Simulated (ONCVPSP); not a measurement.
Logarithmic derivatives: antimony, ONCV

* Element: Sb (Z = 51)
* Generator: ONCVPSP 4.0.1
* Type: optimised norm-conserving Vanderbilt (ONCV)
* Functional: PBEsol
* Relativity: scalar-relativistic
* Frozen core: [Ar] 3d10
* Valence charge: 23
* Reference configuration: 4s2 4p6 4d10 5s1.5 5p3.5
* Partial waves: 4s+5s: rc 1.40 bohr, ncon 3, nbas 6, qcut 7.1 1/bohr, 2 projectors; 4p+5p: rc 1.30 bohr, ncon 4, nbas 7, qcut 9 1/bohr, 2 projectors; 4d: rc 1.30 bohr, ncon 4, nbas 9, qcut 14 1/bohr, local
* Local potential: the d channel
* Core correction: none

The phase is arctan(r·R′/R) of the radial function R(r), unwrapped; energies in Ha, scanned from -7 to 5 Ha. A pole is an energy at which the radial function vanishes at the test radius. The pseudo phase is shifted by a multiple of π to meet the all-electron one at the reference energy, and phase errors are pseudo minus all-electron; the curves can meet again beyond the range given. Levels narrower than the energy grid can be missing from the lists of poles.

| channel | radius (bohr) | reference energy (Ha) | poles, all-electron | poles, pseudo | unbroken range about the reference energy with phases within 0.05 rad | phase error 1 Ha above the reference energy (rad) |
| --- | --- | --- | --- | --- | --- | --- |
| s | 1.42 | -0.49 | -5.13 | -5.13 | the whole range | -0.002 |
| p | 1.32 | -0.19 | -2.84 | -2.84 | the whole range | -0.000 |
| d | 1.32 | -1.26 | 0.25 | 0.24 | below 4.2 | -0.000 |

Phases in the s channel:

| E (Ha) | all-electron | pseudo |
| --- | --- | --- |
| -6.96 | 1.130 | 1.130 |
| -6.64 | 1.030 | 1.029 |
| -6.32 | 0.798 | 0.797 |
| -6.00 | 0.012 | 0.011 |
| -5.68 | -1.113 | -1.113 |
| -5.36 | -1.465 | -1.465 |
| -5.04 | -1.600 | -1.600 |
| -4.72 | -1.675 | -1.675 |
| -4.40 | -1.725 | -1.726 |
| -4.08 | -1.765 | -1.766 |
| -3.76 | -1.800 | -1.800 |
| -3.44 | -1.833 | -1.834 |
| -3.12 | -1.867 | -1.867 |
| -2.80 | -1.902 | -1.903 |
| -2.48 | -1.942 | -1.942 |
| -2.16 | -1.987 | -1.988 |
| -1.84 | -2.042 | -2.042 |
| -1.52 | -2.109 | -2.109 |
| -1.20 | -2.194 | -2.194 |
| -0.88 | -2.307 | -2.307 |
| -0.56 | -2.459 | -2.459 |
| -0.24 | -2.666 | -2.666 |
| 0.08 | -2.938 | -2.939 |
| 0.40 | -3.256 | -3.257 |
| 0.72 | -3.566 | -3.569 |
| 1.04 | -3.821 | -3.825 |
| 1.36 | -4.012 | -4.017 |
| 1.68 | -4.151 | -4.158 |
| 2.00 | -4.254 | -4.261 |
| 2.32 | -4.333 | -4.340 |
| 2.64 | -4.394 | -4.402 |
| 2.96 | -4.442 | -4.452 |
| 3.28 | -4.482 | -4.493 |
| 3.60 | -4.515 | -4.527 |
| 3.92 | -4.543 | -4.557 |
| 4.24 | -4.567 | -4.583 |
| 4.56 | -4.589 | -4.607 |
| 4.88 | -4.608 | -4.629 |
